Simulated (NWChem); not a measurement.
Program: NWChem. System: NP, charge 0, spin multiplicity 1, displaced from the optimised geometry.

Input file:

```
start mol
memory heap 100 mb stack 700 mb global 1900 mb
geometry units angstroms nocenter noautoz noautosym
  N      0.000000     0.000000     2.503491
  P      0.000000     0.000000    -0.473634
end
basis spherical
  * library cc-pvdz
end
scf
  rhf
  nopen 0
  maxiter 100
  thresh 1e-7
  semidirect memsize 60000000 filesize 0
end
ccsd
  freeze core 6
  maxiter 60
end
task ccsd(t) energy
```

The output up to the point where the run's verdict is printed (cleaned and shortened):

```
             Northwest Computational Chemistry Package (NWChem) 7.3.0
             --------------------------------------------------------

                                NWChem Input Module
                                -------------------

 Scaling coordinates for geometry "geometry" by  1.889725989
 (inverse scale =  0.529177249)

                             Geometry "geometry" -> ""
                             -------------------------

 Output coordinates in angstroms (scale by  1.889725989 to convert to a.u.)

  No.       Tag          Charge          X              Y              Z
 ---- ---------------- ---------- -------------- -------------- --------------
    1 N                    7.0000     0.00000000     0.00000000     2.50349100
    2 P                   15.0000     0.00000000     0.00000000    -0.47363400

 Effective nuclear repulsion energy (a.u.)      18.6635130016

            Nuclear Dipole moment (a.u.)
            ----------------------------
        X                 Y               Z
 ---------------- ---------------- ----------------
     0.0000000000     0.0000000000    19.6908068510


 Summary of "ao basis" -> "" (spherical)
 ------------------------------------------------------------------------------
       Tag                 Description            Shells   Functions and Types
 ---------------- ------------------------------  ------  ---------------------
 *                          cc-pvdz                   on all atoms

 Summary of "ao basis" -> "ao basis" (spherical)
 ------------------------------------------------------------------------------
       Tag                 Description            Shells   Functions and Types
 ---------------- ------------------------------  ------  ---------------------
 N                          cc-pvdz                  6       14   3s2p1d
 P                          cc-pvdz                  8       18   4s3p1d

                                 NWChem SCF Module
                                 -----------------

  ao basis        = "ao basis"
  functions       =    32
  atoms           =     2
[...]
  29     -0.2792568056  3.378D-04  8.774D-04     1.15     0.00     1.13
  30     -0.2792692990 -1.249D-05  5.751D-04     1.17     0.00     1.15
  31     -0.2792832159 -1.392D-05  1.495D-04     1.16     0.00     1.15
  32     -0.2792301416  5.307D-05  5.435D-04     1.16     0.00     1.14
  33     -0.2792312945 -1.153D-06  5.220D-04     1.16     0.00     1.14
  34     -0.2792410528 -9.758D-06  4.411D-04     1.17     0.00     1.15
  35     -0.2792402103  8.425D-07  4.360D-04     1.16     0.00     1.14
  36     -0.2792453294 -5.119D-06  4.217D-04     1.14     0.00     1.12
  37     -0.2792337296  1.160D-05  4.516D-04     1.14     0.00     1.13
  38     -0.2792749739 -4.124D-05  1.980D-04     1.14     0.00     1.12
  39     -0.2793288764 -5.390D-05  4.702D-04     1.14     0.00     1.13
  40     -0.2793287712  1.052D-07  7.357D-05     1.14     0.00     1.12
  41     -0.2793608968 -3.213D-05  6.654D-04     1.14     0.00     1.12
  42     -0.2794159881 -5.509D-05  3.344D-04     1.15     0.00     1.14
  43     -0.2793869050  2.908D-05  1.382D-04     1.14     0.00     1.12
  44     -0.2794118540 -2.495D-05  3.689D-04     1.14     0.00     1.13
  45     -0.2794112889  5.651D-07  1.683D-04     1.14     0.00     1.12
  46     -0.2794133470 -2.058D-06  8.760D-05     1.15     0.00     1.14
  47     -0.2794223287 -8.982D-06  1.743D-04     1.16     0.00     1.15
  48     -0.2794271553 -4.827D-06  1.779D-04     1.15     0.00     1.13
  49     -0.2794382322 -1.108D-05  3.112D-04     1.16     0.00     1.14
  50     -0.2794385681 -3.359D-07  2.901D-04     1.15     0.00     1.14
  51     -0.2794391601 -5.920D-07  3.035D-04     1.14     0.00     1.12
  52     -0.2794249448  1.422D-05  3.384D-05     1.15     0.00     1.14
  53     -0.2794522712 -2.733D-05  4.109D-04     1.14     0.00     1.12
  54     -0.2794356329  1.664D-05  1.271D-04     1.14     0.00     1.12
  55     -0.2794447083 -9.075D-06  1.485D-04     1.14     0.00     1.12
  56     -0.2794458917 -1.183D-06  1.305D-04     1.14     0.00     1.12
  57     -0.2794472754 -1.384D-06  7.080D-05     1.15     0.00     1.13
  58     -0.2794539874 -6.712D-06  2.532D-04     1.14     0.00     1.12
  59     -0.2794520529  1.934D-06  1.840D-04     1.14     0.00     1.12
  60     -0.2794406889  1.136D-05  1.493D-04     1.14     0.00     1.12
                  ****maximum iterations exceeded****
-------------------------------------------------------------------------

 -----------
 CCSD Energy
 -----------
 Reference energy:            -394.682290139972281
 CCSD corr. energy:             -0.279440688934941
 Total CCSD energy:           -394.961730828907207

 --------------------------------
 Spin Component Scaled (SCS) CCSD
 --------------------------------
 Same spin contribution:                 -0.041870526788667
 Same spin scaling factor:                1.130000000000000
 Opposite spin contribution:             -0.237570162146274
 Opposite spin scaling fact.:             1.270000000000000
 SCS-CCSD correlation energy:            -0.349027801196962
 Total SCS-CCSD energy:                -395.031317941169220

 routine      calls  cpu(0)   cpu-min  cpu-ave  cpu-max   i/o
 aoccsd          1     0.00     0.00     0.00     0.00    0.00
 iterdrv         1     0.03     0.03     0.03     0.03    0.00
 pampt          60     0.11     0.11     0.11     0.11    0.00
 t2pm           60     0.18     0.18     0.18     0.18    0.00
 sxy            60     0.37     0.37     0.37     0.37    0.00
 ints       660660    59.69    59.69    59.69    59.69    0.00
 t2eri        6300     1.49     1.49     1.49     1.49    0.00
 idx2         6300     0.55     0.55     0.55     0.55    0.00
 idx34          60     0.04     0.04     0.04     0.04    0.00
 ht2pm          60     0.21     0.21     0.21     0.21    0.00
 itm            60     0.48     0.48     0.48     0.48    0.00
 pdiis          60     0.04     0.04     0.04     0.04    0.00
 Total                63.20    63.20    63.20    63.20    0.00
```

The run crashed. NWChem stopped with the message: ccsd(t) energy failed.
